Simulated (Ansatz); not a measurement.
Mulliken charges of C3F6O, SMILES `FC(F)(F)C1(F)OC1(F)F` from r2SCAN/def2-TZVPP in Ansatz (PBE0-D4/def2-TZVP geometry).

```
atom   x (Å)   y (Å)   z (Å)  charge (e)
  F1  -1.701  -0.946   0.935      -0.152
  C2  -1.145  -0.550  -0.206       0.487
  F3  -0.637  -1.604  -0.825      -0.147
  F4  -2.088  -0.016  -0.974      -0.149
  C5  -0.068   0.488   0.085       0.188
  F6  -0.596   1.557   0.677      -0.158
  O7   0.847   0.761  -0.955      -0.245
  C8   1.357   0.235   0.205       0.475
  F9   1.914  -0.957   0.127      -0.149
 F10   2.117   1.033   0.930      -0.151
```

Task: By hand: the dipole of these point charges (1 e Å = 4.8032 D).

Result: Σ q r = (0.019, -0.128, 0.105) e Å, of length 0.167 e Å = 0.80 D.

Task: How does the dipole of the full density compare? (Best estimate.)

Result: The calculation gave: (0.019, -0.044, 0.076) e Å, 0.43 D; the point charges give 1.86 times that, at 21° from its direction.

Point charges leave out the atoms' own dipoles, such as those of lone pairs, and Mulliken's split depends on the basis, so the two needn't agree.
